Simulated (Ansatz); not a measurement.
Wavefunction ladder for F₃HO₂W, SMILES `[O]=[W]([OH])([F])([F])[F]`

```
atom    x (Å)    y (Å)    z (Å)
  O1   1.4941   1.1691   0.2406
  W2   0.3733  -0.0556   0.0190
  O3  -1.2452   0.8625   0.0179
  F4   0.2065  -0.2643  -1.8233
  F5   1.3664  -1.6207  -0.0995
  F6  -0.0342  -0.6853   1.7228
  H7  -2.1610   0.5942  -0.0776
```

Charge 0, multiplicity 1. Correlated methods include outer-core shells of W, which these sets cover unevenly. W: def2 effective core potential. The structure was optimised at the PBE0-D4/def2-TZVP level. It is one conformer, not always the lowest. Frozen core, restricted reference, Ansatz 0.2.0.

```csv
basis,HF (Eh),MP2 corr.
def2-SVP,-514.82096,-1.32499
def2-TZVPP,-515.43822,-1.73981
def2-QZVPP,-515.46018,-1.91001
```

(1) Estimate the CCSD correlation energy and the (T) correction in each basis where they were run (hartree).

## Answers

(1) 
| basis | CCSD corr. | (T) |
| --- | --- | --- |
| def2-SVP | -1.27533 | -0.04698 |
| def2-TZVPP | -1.67972 | -0.07762 |
